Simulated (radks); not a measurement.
Q: Coulomb parameter of the 3d shell of the copper ion Cu+ in the model configuration [Ar] 3d9 4p1, as a second difference U = [E(n + 0.5) + E(n - 0.5) - 2 E(n)] / (0.5)^2 with all orbitals relaxed. "Bare": the charge of the atom changes with n. "Screened": the 4p shell takes up the change at fixed total charge, which measures U(3d,3d) + U(4p,4p) - 2 U(3d,4p). Method: Dirac Kohn-Sham, LDA (Slater exchange, Perdew-Wang correlation), spin-unpolarised, spherical densities, finite nucleus; open shells are shared between the two j in proportion to 2j + 1; Fermi nuclear charge, rms radius 3.8823 fm; computed with a radial shooting solver on a logarithmic mesh with Libxc functionals. Estimate both.

A: U(bare) = 15.643 eV, U(screened by 4p) = 5.431 eV.
